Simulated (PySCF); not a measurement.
## Telling isomers of C5H6F3NSi apart by NMR

PySCF calculation with GFN2-xTB structure and NMR shieldings at PBE0/pcSseg-1/GIAO; one conformer, non-relativistic Hamiltonian, equivalent nuclei averaged, gas phase.

δ = σ(ref) − σ, references computed at the same level: ¹H (σref 31.72) and ¹³C (σref 186.93) vs TMS. Splittings of carbon signals by F and P are missing where no couplings were computed. Where no couplings were computed, multiplicities follow the n + 1 count of equivalent neighbours, and m marks all less simple cases (inequivalent or close neighbours, rings, F or P nearby). Shifts are as computed. Against solution values, carbons near 30 ppm lie about +3 ppm off and those near 130 ppm about +5 ppm. Of 1211 compounds with measured shifts, 218 miss one by over three times the rms of a fit or turn the order of signals round; such compounds aren't used in these exercises.

(1) Tabulate the signals of `FC(F)(F)[SiH2]n1cccc1`, `N#C[C@H]1C[Si@H](C(F)(F)F)C1` and their relative energies.

(2) What is the quickest way to tell FC(F)(F)[SiH2]n1cccc1 from N#C[C@H]1C[Si@H](C(F)(F)F)C1?

Results:

(1) 
```json
{"SMILES": "FC(F)(F)[SiH2]n1cccc1", "carbon types": "1×C 4×CH", "δC": "138.1, 127.4, 119.5", "δH": "6.87 (m, 2H), 6.73 (m, 2H), 5.25 (m, 2H)", "E rel. (kcal/mol)": "0.0"}
{"SMILES": "N#C[C@H]1C[Si@H](C(F)(F)F)C1", "carbon types": "2×C 1×CH 2×CH2", "δC": "138.6, 128.7, 21.0, 20.1", "δH": "5.27 (m, 1H), 3.14 (m, 1H), 2.43 (m, 2H), 1.88 (m, 2H)", "E rel. (kcal/mol)": "22.8"}
```

Energies are electronic energies at PBE0/pcSseg-1 on these geometries, without zero-point or thermal terms, each for the one conformer computed, which needn't be the lowest.

(2) Count the carbon signals: 3 against 4. The first has an aromatic CH next to a ring nitrogen at 127.4 ppm, the second an sp3 CH2 bonded to Si at 21.0 ppm. Their most deshielded carbons lie at 138.1 and 138.6 ppm. In the proton spectra the most deshielded non-exchanging signals are 6.87 (m, 2H) and 5.27 (m, 1H).
